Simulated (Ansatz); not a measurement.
Gas-phase electronic energies from Ansatz, PBE0-D4/def2-TZVP geometries. CCSD(T)/CBS adds triple-zeta CCSD(T) − MP2 to the extrapolated MP2 energy (def2 sets, frozen cores). Functionals use def2-TZVPP. Elements past krypton have def2 core potentials. For Ge, I outer-core shells are correlated without core-valence functions, which leaves a few kJ/mol of doubt a bond. Scalar relativity is left out up to krypton. One conformer a species, not always the lowest.

Reaction (ligand exchange at a Ge–N bond): `C[NH][GeH2][Cl]` + HI → `[Cl][GeH2][I]` + CH₃NH₂

CCSD(T)/CBS gives -14.5 kcal/mol.

**Question.** Another level gave -15.6 kcal/mol. Which?
A. BHLYP/def2-TZVPP
B. CCSD(T)/def2-TZVPP
C. revPBE/def2-TZVPP
D. LC-ωPBE/def2-TZVPP

**Answer.** A. BHLYP -15.6, LC-ωPBE -14.2, CCSD(T)/def2-TZVPP -12.7, revPBE -16.6 kcal/mol.

**Question.** What do rigid-rotor, harmonic-oscillator terms from PBE0-D4/def2-TZVP frequencies (298.15 K, 1 bar) make of the CCSD(T)/CBS value? (An estimate is asked.)

**Answer.** The calculation gave: ΔZPE = +3.1 kcal/mol, ΔH = -11.8 kcal/mol, ΔS = 18 J/(mol·K), ΔG = -13.1 kcal/mol.

Largest T1 diagnostic among the species: 0.010.

Leaving LDA and LC-ωPBE aside and taking each functional with its dispersion term where it has one, the values, not all of them listed here, spread over 2.8 kcal/mol, from HSE06-D4 to CAM-B3LYP-D4. LDA lies +2.7 kcal/mol from PBE without D4. At CCSD(T), def2-SVP lies +3.0 kcal/mol from the extrapolated value and def2-TZVPP +1.8 kcal/mol.
